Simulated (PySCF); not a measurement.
# Nuclear repulsion and electron count by hand

System: HClO, charge +1, doublet, at a GFN2-xTB geometry (a state made from the parent by changing its charge; the spin is typed, not shown lowest). Level: WB97M-V/6-311G** (PySCF). Sums are taken with unrounded values, so a last digit can differ.

Coordinates (Å):

```
atom         x         y         z
----  --------  --------  --------
O1    -0.04383   1.02149   0.01469
H2    -0.96672   1.40203   0.00503
Cl3    0.07749  -0.56317  -0.00721
```

**Question.** Work out the nuclear repulsion energy and the numbers of alpha and beta electrons.

**Answer.** In atomic units each pair adds Z_i Z_j / r_ij, with r in bohr (1 bohr = 0.529177 Å).
| pair | r (Å) | r (bohr) | Z_i Z_j | term (Eh) |
|---|---|---|---|---|
| O1-H2 | 0.9983 | 1.8865 | 8 | 4.2406 |
| O1-Cl3 | 1.5894 | 3.0036 | 136 | 45.2787 |
| H2-Cl3 | 2.2254 | 4.2055 | 17 | 4.0424 |
The sum is 53.5617 Eh; PySCF gives 53.5617 Eh. The atomic numbers add up to 26, so at charge +1 there are 25 electrons; multiplicity 2 means 1 unpaired, so 13 alpha and 12 beta.
